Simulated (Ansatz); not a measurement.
```yaml
crystal:
  periodic: [false, false, false]
  atoms:
    - {symbol: C, position_ang: [-0.249938, 1.841615, 0.240270]}
    - {symbol: O, position_ang: [0.092658, 0.692626, -0.484025]}
    - {symbol: C, position_ang: [-0.034699, -0.489856, 0.275528]}
    - {symbol: Al, position_ang: [0.458765, -2.076388, -0.784608]}
    - {symbol: H, position_ang: [0.395707, 1.966820, 1.121318]}
    - {symbol: H, position_ang: [-0.123652, 2.702056, -0.418662]}
    - {symbol: H, position_ang: [-1.293867, 1.802454, 0.582977]}
    - {symbol: H, position_ang: [0.591169, -0.439665, 1.186456]}
    - {symbol: H, position_ang: [-1.067232, -0.601281, 0.656855]}
    - {symbol: H, position_ang: [0.933432, -1.964555, -2.292274]}
    - {symbol: H, position_ang: [0.362858, -3.490726, -0.063235]}
basis:
  gaussian: {orbitals: ANO-RCC-VTZP}
magnetization: {spin_polarized: true, initial_magnetization: 2}
hamiltonian: {xc: {name: HF}}
correlation: {method: mp2, frozen_orbitals: {C: 0}}
```

```sh
$ ansatz run in.yaml --threads 2 --pin off --events-out ev --progress --plain --max-ram 4352MiB
```

Shortened log:

```
Functional definition: HF
Error: "frozen_orbitals" has no count for O
```

In this input frozen orbitals are typed for one element alone, and the program wants a count for each. The input was rejected before any iteration.
